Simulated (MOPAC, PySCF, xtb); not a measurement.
Noncovalent pair: AlH3O2 (SMILES [OH][AlH][OH]) (first 6 atoms) with H2O (SMILES O); geometry from B3LYP-D3(BJ)/def2-TZVP, rigid monomers moved along the line of their centres of mass till H4···O7 is 2.64 Å.
(charge 0, multiplicity 1):
```xyz
9

O     -0.0510     0.6031     1.5222
Al    -0.0354    -0.5132     0.2543
O     -0.0633     0.0648    -1.3427
H     -0.0383     0.3835     2.4648
H      0.0045    -2.0681     0.4449
H     -0.0878     0.9995    -1.5534
O     -0.0136     0.1485     5.0972
H      0.7556     0.5535     5.5125
H     -0.7812     0.5444     5.5240
```

Interaction energies are E(AB) − E(A) − E(B) at the monomers' geometry in the complex; basis-set methods are counterpoise corrected. Rows marked so take none.

Rows in 3-21G, 6-31G* carry no dispersion term and start afresh at each structure (6-31G* with six Cartesian d functions). The state that PM3 reach isn't checked.

Programs: MOPAC for PM3 (differences of heats of formation); PySCF for 3-21G rows, 6-31G* rows; xtb for the GFN methods. 

Question: One of these levels gives -3.45 kcal/mol for the interaction energy. Name it.
(A) B3LYP/3-21G (no counterpoise)
(B) BP86/6-31G* (no counterpoise)
(C) GFN1-xTB
(D) PM3

Answer: C, GFN1-xTB. The others give -0.43 (PM3), -4.27 (BP86/6-31G* (no counterpoise)), -6.67 (B3LYP/3-21G (no counterpoise))
